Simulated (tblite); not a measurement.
Record of a relaxation.

C₆H₄ClOP.
Bonds: O1–C2 (double), C2–C3, C3–C4 (aromatic), C4–C5 (aromatic), C5–Cl6, C5–C7 (aromatic), C7–C8 (aromatic), C8–P9 (aromatic), C3–P9 (aromatic). Hydrogens: H10 on C2; H11 on C4; H12 on C7; H13 on C8.

Computed with GFN2-xTB (tblite), gas phase: L-BFGS steps from a force-field or distance-geometry start until the largest atomic force falls under 0.01 eV/Å. 14 of its 17 geometries are shown.

Step 0: E = -706.0147 eV, largest atomic force 5.339 eV/Å
```
atom  x, y, z in Å  |  force x, y, z in eV/Å
O1      3.049   -1.482    0.341   -1.122   3.813  -0.690
C2      2.538   -0.324    0.136    0.899  -5.172   0.975
C3      1.097   -0.270    0.084   -1.654   0.891  -0.302
C4      0.382    0.906   -0.134    2.021   0.871   0.049
C5     -0.964    1.014   -0.187   -0.733   1.775  -0.406
Cl6    -1.617    2.642   -0.472    0.185  -0.418   0.089
C7     -1.886    0.017   -0.080   -2.224  -1.069   0.170
C8     -1.584   -1.308    0.143    0.929   0.972  -0.133
P9      0.104   -1.705    0.265    1.223  -2.676   0.481
H10     3.174    0.542    0.041   -0.022   0.416  -0.104
H11     0.996    1.803   -0.242   -0.323   0.006  -0.038
H12    -2.955    0.253   -0.152    0.436   0.236  -0.035
H13    -2.340   -2.087    0.239    0.385   0.354  -0.058
```

Step 1: E = -706.3388 eV, largest atomic force 4.904 eV/Å
```
atom  x, y, z in Å  |  force x, y, z in eV/Å
O1      3.033   -1.428    0.331    2.355  -4.241   0.720
C2      2.551   -0.398    0.150   -2.304   4.039  -0.612
C3      1.074   -0.257    0.080   -0.682  -0.684   0.007
C4      0.411    0.918   -0.133   -0.817   0.570  -0.037
C5     -0.975    1.039   -0.193   -0.228  -0.041  -0.102
Cl6    -1.614    2.636   -0.470    0.049  -0.093   0.029
C7     -1.917    0.002   -0.077    0.451   0.844  -0.043
C8     -1.571   -1.294    0.141    0.884  -0.379   0.083
P9      0.122   -1.744    0.271    0.581  -1.099   0.210
H10     3.174    0.548    0.039   -0.613  -0.349  -0.010
H11     0.992    1.803   -0.243    0.291   0.665  -0.106
H12    -2.949    0.256   -0.153   -0.541   0.275  -0.070
H13    -2.334   -2.082    0.239    0.574   0.491  -0.071
```

Step 2: E = -706.5224 eV, largest atomic force 0.995 eV/Å
```
atom  x, y, z in Å  |  force x, y, z in eV/Å
O1      3.052   -1.458    0.336   -0.172   0.774  -0.151
C2      2.532   -0.373    0.147    0.007  -0.969   0.228
C3      1.063   -0.261    0.079   -0.400  -0.540   0.017
C4      0.408    0.926   -0.133   -0.825   0.277  -0.010
C5     -0.979    1.043   -0.195   -0.058  -0.044  -0.075
Cl6    -1.613    2.634   -0.470   -0.023   0.054   0.001
C7     -1.919    0.007   -0.077    0.566   0.373   0.019
C8     -1.560   -1.295    0.142    0.745  -0.052   0.030
P9      0.130   -1.760    0.275    0.420  -0.811   0.155
H10     3.168    0.546    0.039   -0.598  -0.296  -0.007
H11     0.994    1.809   -0.244    0.248   0.580  -0.091
H12    -2.953    0.259   -0.154   -0.451   0.214  -0.054
H13    -2.328   -2.077    0.238    0.541   0.439  -0.062
```

Step 4: E = -706.6627 eV, largest atomic force 0.562 eV/Å
```
atom  x, y, z in Å  |  force x, y, z in eV/Å
O1      3.063   -1.452    0.334   -0.218   0.091  -0.016
C2      2.509   -0.394    0.154   -0.280  -0.127  -0.014
C3      1.028   -0.281    0.078    0.104  -0.118   0.048
C4      0.390    0.939   -0.132    0.251  -0.161   0.022
C5     -0.988    1.056   -0.202    0.078   0.089  -0.010
Cl6    -1.615    2.637   -0.470   -0.167   0.290  -0.051
C7     -1.907    0.015   -0.075   -0.031  -0.067   0.001
C8     -1.513   -1.288    0.142    0.238   0.072   0.005
P9      0.159   -1.816    0.285   -0.012   0.217  -0.037
H10     3.130    0.530    0.038   -0.551  -0.113   0.000
H11     1.002    1.836   -0.248   -0.204  -0.249   0.034
H12    -2.968    0.270   -0.156    0.390  -0.157   0.046
H13    -2.294   -2.050    0.234    0.401   0.233  -0.028
```

Step 5: E = -706.6858 eV, largest atomic force 0.476 eV/Å
```
atom  x, y, z in Å  |  force x, y, z in eV/Å
O1      3.062   -1.451    0.334   -0.180  -0.141   0.025
C2      2.498   -0.401    0.155   -0.236   0.063  -0.055
C3      1.021   -0.288    0.078    0.105   0.050   0.034
C4      0.390    0.939   -0.131    0.196  -0.258   0.020
C5     -0.989    1.060   -0.204    0.110   0.071   0.011
Cl6    -1.619    2.643   -0.471   -0.136   0.231  -0.043
C7     -1.905    0.016   -0.074    0.133  -0.072  -0.005
C8     -1.497   -1.286    0.142    0.074   0.194  -0.019
P9      0.166   -1.825    0.287   -0.044   0.282  -0.051
H10     3.111    0.524    0.038   -0.476  -0.001  -0.009
H11     1.000    1.838   -0.249   -0.182  -0.304   0.046
H12    -2.965    0.270   -0.156    0.364  -0.195   0.052
H13    -2.279   -2.039    0.233    0.272   0.079  -0.006
```

Step 6: E = -706.7161 eV, largest atomic force 0.368 eV/Å
```
atom  x, y, z in Å  |  force x, y, z in eV/Å
O1      3.056   -1.451    0.333   -0.152  -0.330   0.056
C2      2.478   -0.409    0.156   -0.052   0.157  -0.064
C3      1.014   -0.296    0.080    0.036   0.117   0.020
C4      0.390    0.934   -0.130    0.028  -0.086  -0.021
C5     -0.988    1.067   -0.206    0.109   0.117   0.020
Cl6    -1.626    2.656   -0.473   -0.019   0.024  -0.010
C7     -1.895    0.017   -0.074    0.162   0.142  -0.045
C8     -1.473   -1.277    0.142   -0.068   0.114  -0.014
P9      0.175   -1.833    0.288   -0.030   0.199  -0.037
H10     3.073    0.516    0.038   -0.268   0.204  -0.031
H11     0.994    1.835   -0.248   -0.082  -0.313   0.052
H12    -2.953    0.266   -0.154    0.284  -0.211   0.053
H13    -2.251   -2.023    0.231    0.052  -0.133   0.022
```

Step 7: E = -706.7293 eV, largest atomic force 0.310 eV/Å
```
atom  x, y, z in Å  |  force x, y, z in eV/Å
O1      3.049   -1.454    0.334   -0.133  -0.277   0.044
C2      2.470   -0.413    0.156    0.040   0.097  -0.034
C3      1.013   -0.299    0.081   -0.048   0.114   0.001
C4      0.391    0.930   -0.130   -0.063  -0.011  -0.024
C5     -0.984    1.072   -0.206    0.042   0.137   0.008
Cl6    -1.630    2.663   -0.474    0.048  -0.062   0.006
C7     -1.887    0.020   -0.074    0.203   0.107  -0.030
C8     -1.465   -1.272    0.142   -0.092   0.097  -0.017
P9      0.178   -1.831    0.288    0.001   0.037  -0.007
H10     3.052    0.516    0.037   -0.123   0.253  -0.038
H11     0.990    1.827   -0.247    0.057  -0.165   0.032
H12    -2.942    0.259   -0.153    0.109  -0.146   0.033
H13    -2.238   -2.018    0.230   -0.039  -0.181   0.027
```

Step 9: E = -706.7403 eV, largest atomic force 0.192 eV/Å
```
atom  x, y, z in Å  |  force x, y, z in eV/Å
O1      3.035   -1.463    0.335   -0.105   0.006  -0.007
C2      2.467   -0.414    0.154   -0.005   0.001   0.008
C3      1.011   -0.297    0.082   -0.048  -0.010  -0.007
C4      0.390    0.927   -0.131   -0.014   0.073  -0.009
C5     -0.980    1.081   -0.206   -0.028   0.039  -0.003
Cl6    -1.631    2.666   -0.475    0.050  -0.002   0.000
C7     -1.876    0.026   -0.076    0.034  -0.020   0.005
C8     -1.463   -1.266    0.141   -0.004  -0.053   0.003
P9      0.178   -1.827    0.287    0.006  -0.078   0.016
H10     3.032    0.527    0.035   -0.003   0.089  -0.017
H11     0.991    1.815   -0.245    0.187   0.044  -0.001
H12    -2.930    0.248   -0.150   -0.046  -0.031   0.005
H13    -2.231   -2.022    0.231   -0.026  -0.058   0.007
```

Step 10: E = -706.7421 eV, largest atomic force 0.160 eV/Å
```
atom  x, y, z in Å  |  force x, y, z in eV/Å
O1      3.030   -1.466    0.335   -0.080   0.074  -0.016
C2      2.467   -0.414    0.154   -0.052   0.012   0.005
C3      1.010   -0.296    0.082   -0.029  -0.008  -0.008
C4      0.390    0.928   -0.131    0.036   0.051   0.001
C5     -0.981    1.084   -0.206    0.002  -0.023   0.002
Cl6    -1.629    2.666   -0.475    0.023   0.047  -0.008
C7     -1.873    0.027   -0.076   -0.033  -0.052   0.012
C8     -1.463   -1.267    0.141    0.017  -0.070   0.006
P9      0.179   -1.828    0.288   -0.001  -0.038   0.010
H10     3.029    0.532    0.034   -0.005  -0.002  -0.004
H11     0.996    1.814   -0.245    0.156   0.037  -0.001
H12    -2.929    0.246   -0.150   -0.028  -0.017   0.002
H13    -2.230   -2.025    0.231   -0.006  -0.010   0.000
```

Step 11: E = -706.7435 eV, largest atomic force 0.103 eV/Å
```
atom  x, y, z in Å  |  force x, y, z in eV/Å
O1      3.025   -1.466    0.335   -0.044   0.092  -0.017
C2      2.465   -0.413    0.154   -0.080   0.032  -0.002
C3      1.008   -0.296    0.082   -0.017   0.007  -0.008
C4      0.390    0.931   -0.132    0.068   0.025   0.006
C5     -0.980    1.086   -0.206    0.010  -0.063   0.006
Cl6    -1.628    2.667   -0.475    0.004   0.063  -0.010
C7     -1.872    0.026   -0.076   -0.032  -0.067   0.016
C8     -1.462   -1.269    0.141    0.012  -0.039   0.003
P9      0.179   -1.830    0.288    0.001   0.008   0.002
H10     3.026    0.535    0.033   -0.010  -0.061   0.006
H11     1.003    1.814   -0.244    0.099   0.003   0.002
H12    -2.928    0.243   -0.149   -0.012  -0.009   0.001
H13    -2.230   -2.027    0.231    0.001   0.010  -0.003
```

Step 12: E = -706.7448 eV, largest atomic force 0.087 eV/Å
```
atom  x, y, z in Å  |  force x, y, z in eV/Å
O1      3.019   -1.466    0.335   -0.004   0.073  -0.011
C2      2.462   -0.411    0.154   -0.076   0.041  -0.009
C3      1.005   -0.296    0.082   -0.012   0.025  -0.006
C4      0.391    0.933   -0.132    0.046  -0.001   0.007
C5     -0.980    1.086   -0.206    0.032  -0.054   0.005
Cl6    -1.626    2.669   -0.476   -0.002   0.037  -0.006
C7     -1.870    0.025   -0.076   -0.032  -0.041   0.011
C8     -1.461   -1.271    0.141    0.005  -0.018   0.001
P9      0.180   -1.832    0.289    0.003   0.043  -0.005
H10     3.023    0.537    0.032   -0.010  -0.082   0.011
H11     1.012    1.813   -0.244    0.035  -0.030   0.005
H12    -2.928    0.241   -0.148    0.016  -0.007   0.002
H13    -2.229   -2.029    0.232    0.001   0.015  -0.005
```

Step 14: E = -706.7456 eV, largest atomic force 0.026 eV/Å
```
atom  x, y, z in Å  |  force x, y, z in eV/Å
O1      3.015   -1.463    0.334    0.015   0.014   0.000
C2      2.457   -0.409    0.154   -0.015   0.009  -0.005
C3      1.003   -0.295    0.081   -0.013   0.013   0.000
C4      0.393    0.935   -0.132   -0.015  -0.003   0.001
C5     -0.979    1.085   -0.206    0.006   0.006  -0.002
Cl6    -1.625    2.671   -0.476    0.007  -0.022   0.003
C7     -1.870    0.023   -0.075    0.006   0.006   0.001
C8     -1.461   -1.273    0.141   -0.004   0.005   0.000
P9      0.180   -1.832    0.289    0.003   0.018  -0.003
H10     3.020    0.536    0.032    0.001  -0.019   0.003
H11     1.019    1.812   -0.244   -0.003  -0.026   0.004
H12    -2.927    0.238   -0.148    0.016  -0.002   0.001
H13    -2.229   -2.029    0.232   -0.006   0.000  -0.003
```

Step 15: E = -706.7457 eV, largest atomic force 0.019 eV/Å
```
atom  x, y, z in Å  |  force x, y, z in eV/Å
O1      3.016   -1.462    0.334    0.008   0.005   0.001
C2      2.456   -0.409    0.154   -0.001  -0.001  -0.002
C3      1.002   -0.294    0.081   -0.008   0.001   0.002
C4      0.393    0.935   -0.132   -0.012   0.003  -0.001
C5     -0.979    1.085   -0.206   -0.009   0.008  -0.002
Cl6    -1.625    2.671   -0.476    0.005  -0.018   0.003
C7     -1.870    0.023   -0.075    0.012   0.006   0.000
C8     -1.461   -1.273    0.141   -0.003   0.005   0.000
P9      0.180   -1.831    0.289    0.001   0.002   0.000
H10     3.020    0.535    0.032    0.003   0.001  -0.001
H11     1.019    1.811   -0.244    0.001  -0.014   0.002
H12    -2.927    0.238   -0.148    0.007   0.001   0.001
H13    -2.229   -2.029    0.232   -0.005   0.000  -0.002
```

Step 16: E = -706.7457 eV, largest atomic force 0.009 eV/Å
```
atom  x, y, z in Å  |  force x, y, z in eV/Å
O1      3.016   -1.462    0.334    0.004   0.003   0.000
C2      2.456   -0.408    0.154    0.003  -0.002   0.000
C3      1.002   -0.294    0.081   -0.004  -0.002   0.001
C4      0.393    0.935   -0.132   -0.009  -0.001   0.000
C5     -0.979    1.085   -0.206   -0.003   0.006  -0.001
Cl6    -1.625    2.670   -0.476    0.001  -0.007   0.001
C7     -1.869    0.023   -0.075    0.002   0.002   0.000
C8     -1.461   -1.272    0.141    0.000   0.000   0.001
P9      0.180   -1.831    0.289   -0.003  -0.005   0.001
H10     3.020    0.535    0.033    0.002   0.007  -0.002
H11     1.019    1.811   -0.243    0.005  -0.004   0.001
H12    -2.927    0.238   -0.148    0.004   0.002   0.000
H13    -2.230   -2.029    0.231   -0.003   0.002  -0.003
```

**Question.** Summarise the path.

**Answer.** The energy falls by 0.7310 eV from step 0 to step 16; nine tenths of that is first reached at step 5. It falls at every step. The largest force goes from 5.339 to 0.009 eV/Å. Among the bonds O1=C2 changes most, from 1.282 to 1.206 Å; the atoms move by 0.093 Å rms after alignment.

**Question.** Follow the three bonds and two angles with the largest change from start to end.

**Answer.** 
```tsv
step	E above end (eV)	largest force (eV/Å)	O1=C2 (Å)	C5–Cl6 (Å)	C5–C7 (Å)	C3–P9–C8 (°)	C4–C3–P9 (°)
0	0.7310	5.339	1.282	1.777	1.362	110.8	114.6
1	0.4069	4.904	1.152	1.742	1.406	107.1	118.5
2	0.2233	0.995	1.217	1.735	1.404	105.9	119.8
3	0.1523	0.701	1.214	1.732	1.394	104.5	120.7
4	0.0829	0.562	1.208	1.722	1.394	101.3	123.4
5	0.0599	0.476	1.205	1.725	1.395	100.4	124.2
6	0.0295	0.368	1.204	1.734	1.394	99.3	125.0
7	0.0164	0.310	1.204	1.738	1.392	99.1	125.1
8	0.0085	0.193	1.206	1.737	1.390	99.1	125.0
9	0.0054	0.192	1.206	1.734	1.390	99.0	125.0
10	0.0036	0.160	1.207	1.731	1.390	98.9	125.2
11	0.0022	0.103	1.207	1.729	1.390	98.8	125.4
12	0.0009	0.087	1.206	1.730	1.391	98.7	125.7
13	0.0003	0.057	1.206	1.732	1.392	98.6	125.9
14	0.0001	0.026	1.206	1.733	1.392	98.6	126.0
15	0.0000	0.019	1.206	1.733	1.392	98.7	126.0
16	0.0000	0.009	1.206	1.733	1.392	98.7	126.0
```
